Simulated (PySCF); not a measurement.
C₄H₆ClF, SMILES CC/C(F)=C/Cl.

The structure is a stationary point at B3LYP-D3(BJ)/def2-SVP. The structure was generated by enumeration; whether it is a known compound was not checked. Other conformers were not sampled.

The numbers are results of PBE/def2-TZVP in PySCF, not measurements.

| Property | Value |
|---|---|
| total energy | -715.68072 hartree |
| highest occupied level | -5.85 eV |
| lowest empty level | -0.88 eV |
| orbital gap | 4.97 eV |
| dipole moment | 2.56 D |
| quadrupole, principal values (traceless, Buckingham form, about the centre of nuclear charge) | -1.72, -0.21, 1.93 D·Å |
| mean static polarisability | 64.9 bohr³ (9.62 Å³) |
| polarisability, principal values | 47.9, 55.2, 91.7 bohr³ |
